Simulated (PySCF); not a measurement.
C3H8BNO. Atoms are numbered in the order given.

```xyz
14

B     -0.4117    -0.0324     0.0000
C     -0.3720    -1.5992     0.0000
C      0.7728    -2.2924     0.0000
H     -1.3140    -2.1647     0.0000
H      0.8023    -3.3875     0.0000
H      1.7366    -1.7717     0.0000
O      0.7907     0.6295     0.0000
C      0.8626     2.0211     0.0000
H      0.3858     2.4631    -0.8952
H      1.9206     2.3227     0.0000
H      0.3858     2.4631     0.8952
N     -1.6429     0.6565     0.0000
H     -2.5257     0.1665     0.0000
H     -1.7389     1.6620     0.0000
```
Charge 0, spin multiplicity 1.

Coordinates come from a PBE0-D3(BJ)/def2-SVP optimisation. The values are those of a single conformer.

All values below come from PySCF 2.14.0 with TDA-CAM-B3LYP/def2-SVPD.

Vertical excitations. The molecule is in vacuum. State labels are in the subgroup Cs.

Computed lowest excited states:
| state | symmetry | energy (eV) | λ (nm) | f | main pairs |
|---|---|---|---|---|---|
| S1 | A" | 6.86 | 181 | 0.007 | HOMO→LUMO+1 52 %, HOMO−1→LUMO+1 35 % |
| S2 | A" | 6.95 | 179 | 0.000 | HOMO−2→LUMO 67 %, HOMO−3→LUMO 30 % |
| S3 | A' | 7.14 | 174 | 0.479 | HOMO→LUMO 75 %, HOMO−1→LUMO 18 % |
| S4 | A" | 7.20 | 172 | 0.081 | HOMO−1→LUMO+1 52 %, HOMO→LUMO+1 27 %, HOMO→LUMO+2 8 % |
| S5 | A' | 7.23 | 171 | 0.232 | HOMO−1→LUMO 79 %, HOMO→LUMO 18 % |
| S6 | A" | 7.77 | 160 | 0.011 | HOMO→LUMO+2 36 %, HOMO→LUMO+3 23 %, HOMO→LUMO+4 13 %, HOMO→LUMO+1 10 % |
| S7 | A" | 7.87 | 158 | 0.000 | HOMO−3→LUMO 58 %, HOMO−2→LUMO 26 % |
| S8 | A" | 8.00 | 155 | 0.002 | HOMO→LUMO+3 41 %, HOMO→LUMO+2 14 %, HOMO−1→LUMO+2 13 %, HOMO→LUMO+5 11 % |
| S9 | A" | 8.18 | 152 | 0.000 | HOMO−1→LUMO+2 61 %, HOMO→LUMO+3 14 % |
| S10 | A" | 8.31 | 149 | 0.002 | HOMO−1→LUMO+3 48 %, HOMO−4→LUMO+1 9 %, HOMO→LUMO+4 9 %, HOMO−1→LUMO+4 9 % |
| T1 | A' | 4.00 | 310 | 0 | HOMO→LUMO 90 % |
| T2 | A' | 6.28 | 197 | 0 | HOMO−1→LUMO 85 % |
| T3 | A" | 6.30 | 197 | 0 | HOMO−2→LUMO 67 %, HOMO−3→LUMO 31 % |
| T4 | A" | 6.62 | 187 | 0 | HOMO−1→LUMO+1 47 %, HOMO→LUMO+1 36 % |
Triplets are in the Tamm–Dancoff approximation.
